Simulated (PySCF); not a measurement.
Si(Me)(OH)2(PH2) (CH7O2PSi), SMILES C[Si](O)(O)P.

Coordinates come from a PBE0-D3(BJ)/def2-SVP optimisation. The structure was generated by enumeration, and PubChem lists no compound with its InChIKey, so it may never have been made. One conformer was computed; it need not be the lowest.

The numbers are results of TDA-ωB97X/def2-SVPD run with PySCF, not measurements.

Vertical excitations. 

Q: Give excitation energies, oscillator strengths and character. (The exact figures need the calculation; the answer reports its results.)

A: 
```csv
state,energy (eV),λ (nm),f,main pairs
S1,6.68,186,0.018,HOMO→LUMO+1 65 %
S2,6.96,178,0.039,"HOMO→LUMO 63 %, HOMO→LUMO+3 14 %, HOMO→LUMO+2 13 %"
S3,7.73,160,0.387,"HOMO→LUMO+2 42 %, HOMO→LUMO+5 21 %, HOMO→LUMO+4 11 %"
S4,8.02,155,0.029,"HOMO−1→LUMO 50 %, HOMO→LUMO+3 14 %"
S5,8.29,150,0.083,"HOMO→LUMO+3 38 %, HOMO→LUMO+7 22 %, HOMO−1→LUMO 11 %"
S6,8.30,149,0.003,"HOMO→LUMO+4 34 %, HOMO→LUMO+6 15 %, HOMO→LUMO+9 12 %, HOMO−1→LUMO+1 6 %"
S7,8.40,148,0.088,"HOMO−2→LUMO 38 %, HOMO−1→LUMO+1 21 %, HOMO−3→LUMO 9 %"
S8,8.52,146,0.006,"HOMO−3→LUMO 31 %, HOMO−2→LUMO 14 %, HOMO→LUMO+5 11 %, HOMO−1→LUMO+1 8 %"
S9,8.81,141,0.076,"HOMO→LUMO+5 16 %, HOMO−1→LUMO+2 11 %, HOMO→LUMO+2 10 %, HOMO→LUMO+7 8 %"
S10,8.91,139,0.110,"HOMO−1→LUMO+2 20 %, HOMO−1→LUMO+1 18 %, HOMO−3→LUMO 13 %, HOMO→LUMO+4 8 %"
T1,5.91,210,0,"HOMO→LUMO+1 57 %, HOMO→LUMO+4 23 %"
T2,6.01,206,0,"HOMO→LUMO+2 62 %, HOMO→LUMO 15 %"
T3,7.05,176,0,"HOMO→LUMO 47 %, HOMO→LUMO+5 18 %, HOMO→LUMO+2 12 %, HOMO→LUMO+4 8 %"
T4,7.42,167,0,"HOMO−1→LUMO+1 43 %, HOMO→LUMO+1 10 %"
```
Triplets are in the Tamm–Dancoff approximation.
